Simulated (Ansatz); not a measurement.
(1) Predict a relaxed structure of the cluster Si2Pt⁺ (the lowest doublet isomer of a short search), charge 1, doublet, at B3LYP-D4/def2-TZVP (Ansatz).

## Answers

(1) 
```xyz
3

Pt   -0.283   -0.902    0.789
Si    0.508   -0.403   -1.240
Si   -0.225    1.305    0.450
```
Point group C2v (tolerance 0.1 Å). The metal has 2 neighbours: Si 2.23 Å, Si 2.23 Å. This is one stationary point.

In the def2 sets Pt takes a core potential; there is no spin–orbit coupling. The relaxation made no stability test and no search for a lower SCF solution. The structure comes from a short search, and lower isomers may exist.
